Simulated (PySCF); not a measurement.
phosphoric acid (H₃O₄P), SMILES OP(O)(=O)O. Geometry optimised at PBE-D3(BJ)/def2-SVP. The values are those of a single conformer.

Computed equilibrium geometry at PBE-D3(BJ)/def2-SVP (PySCF confirms it by a frequency run) as bond lengths and angles, and its point group (one conformer of several):
point group C3.
Atoms: O1 P2 O3 O4 O5 H6 H7 H8. Bonds (Å): O1–P2 1.628, O1–H6 0.977, P2–O3 1.495, P2–O4 1.628, P2–O5 1.628, O4–H7 0.977, O5–H8 0.977. Bond angles (°): P2–O1–H6 109.1, O1–P2–O3 116.7, O1–P2–O4 101.3, O1–P2–O5 101.3, O3–P2–O4 116.7, O3–P2–O5 116.7, O4–P2–O5 101.3, P2–O4–H7 109.1, P2–O5–H8 109.1.
